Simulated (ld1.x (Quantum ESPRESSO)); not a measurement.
What one change does to a pseudopotential (boron, PAW)

```
Element                 : boron
Generator               : ld1.x (Quantum ESPRESSO) 7.5
Type                    : PAW
Functional              : LDA (PZ)
Relativity              : scalar-relativistic
Frozen core             : [He]
Valence charge          : 3
Reference configuration : 2s1.75 2p1.25
Partial waves           : 2s (bound): rcut 1.00, rcutus 1.30 bohr; 2s channel at 2.7 Ry: rcut 1.00, rcutus 1.30 bohr; 2p (bound): rcut 2.45, rcutus 3.15 bohr; 2p channel at 0.25 Ry: rcut 2.45, rcutus 3.15 bohr; 3d channel at 0.2 Ry: rcut 1.80, rcutus 2.55 bohr; 3d channel at 0.85 Ry: rcut 1.80, rcutus 2.55 bohr
Local potential         : all-electron potential smoothed inside 2.25 bohr (lloc = -1)
Core correction         : Bessel-smoothed model core inside 0.65 bohr
Augmentation charge     : PSQ, inside the norm-conserving radii
```

All-electron outer shells of the reference configuration (LDA (PZ), scalar-relativistic, ld1.x):

```
shell  level (eV)  outermost node (bohr)  outermost maximum (bohr)
   1s     -178.93                      –                      0.21
   2s       -9.51                   0.46                      1.52
   2p       -3.84                      –                      1.55
```

Change: waves 2p (bound): rcut 2.45, rcutus 3.42 bohr; 2p channel at 0.25 Ry: rcut 2.45, rcutus 3.42 bohr.

Cutoffs: the cutoffs (Ry, on a coarse ladder) from which the occupation-weighted sum of valence levels, in a spherical-Bessel basis at the reference potential, stays within 10 and 1 mRy of its value at 400 Ry; they do not see the model core or the augmentation charge, which bear on the density cutoff. Errors are all-electron minus pseudo energies relative to the spin-unpolarised reference configuration.

**Question.** How do hardness, ghosts and transferability respond?

**Answer.** The potential gets neither clearly harder nor softer (15 Ry and 21 Ry → 15 Ry and 21 Ry); of the 9 tests that both files solve, the error grows in 2 and shrinks in 0 by more than 15 % and 0.3 meV (median size 0.4 → 0.4 meV); neither file shows a bound ghost.

```tsv
quantity	base	changed
cutoff, loose	15 Ry	15 Ry
cutoff, tight	21 Ry	21 Ry
bound ghosts	none	none
error for 2s2 2p1, meV [ΔE -1.42 eV]	0.0	0.0
error for 2s2 2p0, meV [ΔE 6.91 eV]	-0.1	-0.1
error for 2s1 2p0, meV [ΔE 32.21 eV]	-5.3	-5.3
error for 2s2 2p1.3, meV [ΔE -2.19 eV]	-0.1	0.0
error for 2s0 2p3, meV [ΔE 9.98 eV]	-2.1	-2.5
error for 2s1 2p2, meV [ΔE 4.27 eV]	-0.4	-0.4
error for 2s1 2p1, meV [ΔE 12.86 eV]	-5.2	-11
error for 2s1.75 2p1.25 (spin-polarised), meV [ΔE -0.56 eV]	-0.6	-0.6
error for 2s2 2p1 (spin-polarised), meV [ΔE -1.65 eV]	-0.3	-0.3
lowest overlap eigenvalue by channel	s 0.66, p 0.50, d 0.95	s 0.66, p 0.26, d 0.95
```
